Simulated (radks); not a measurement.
Values are calculated unless marked as measured or tabulated.
All-electron atom: Tc3+ in [Kr] 4d4.

Level of theory: scalar-relativistic Kohn-Sham, LDA (Slater exchange, Perdew-Wang correlation), spin-polarised, spherical densities, point nucleus; open shells are filled with parallel spins first (spin-orbit coupling, left out, can overturn this in heavy ions) (a radial shooting solver on a logarithmic mesh with Libxc functionals).

Energy parts (hartree):
part                        energy
total                  -4279.43482
kinetic                 4417.72364
electron-nucleus      -10273.15816
Hartree                 1699.06571
exchange-correlation    -123.06600

Orbitals (lengths in bohr, moments of r in powers of bohr; r(90%) holds 90 % of the orbital's charge):
1s up: occ. 1; eigenvalue (hartree) -767.0048; r(90%) 0.0615; <r> 0.03432; <1/r> 44.66
1s down: occ. 1; eigenvalue (hartree) -767.0048; r(90%) 0.0615; <r> 0.03432; <1/r> 44.66
2s up: occ. 1; eigenvalue (hartree) -110.4385; r(90%) 0.231; <r> 0.1498; <1/r> 10.07
2s down: occ. 1; eigenvalue (hartree) -110.4173; r(90%) 0.231; <r> 0.1498; <1/r> 10.07
2p up: occ. 3; eigenvalue (hartree) -99.03060; r(90%) 0.212; <r> 0.1304; <1/r> 9.789
2p down: occ. 3; eigenvalue (hartree) -99.01401; r(90%) 0.212; <r> 0.1304; <1/r> 9.789
3s up: occ. 1; eigenvalue (hartree) -20.15264; r(90%) 0.615; <r> 0.4162; <1/r> 3.474
3s down: occ. 1; eigenvalue (hartree) -20.13746; r(90%) 0.614; <r> 0.4161; <1/r> 3.475
3p up: occ. 3; eigenvalue (hartree) -16.40946; r(90%) 0.630; <r> 0.4170; <1/r> 3.309
3p down: occ. 3; eigenvalue (hartree) -16.39290; r(90%) 0.629; <r> 0.4168; <1/r> 3.310
3d up: occ. 5; eigenvalue (hartree) -10.33391; r(90%) 0.637; <r> 0.3993; <1/r> 3.081
3d down: occ. 5; eigenvalue (hartree) -10.31167; r(90%) 0.637; <r> 0.3990; <1/r> 3.082
4s up: occ. 1; eigenvalue (hartree) -3.85161; r(90%) 1.53; <r> 1.052; <1/r> 1.301
4s down: occ. 1; eigenvalue (hartree) -3.75029; r(90%) 1.52; <r> 1.048; <1/r> 1.308
4p up: occ. 3; eigenvalue (hartree) -2.81608; r(90%) 1.71; <r> 1.158; <1/r> 1.164
4p down: occ. 3; eigenvalue (hartree) -2.70916; r(90%) 1.71; <r> 1.155; <1/r> 1.170
4d up: occ. 4; eigenvalue (hartree) -1.34199; r(90%) 2.33; <r> 1.512; <1/r> 0.8709
4d down: occ. 0; eigenvalue (hartree) -1.23318; r(90%) 2.38; <r> 1.529; <1/r> 0.8659

The highest occupied level is 4d up at -36.517 eV. The density falls to 0.001 e/bohr^3 at r = 3.25 bohr.
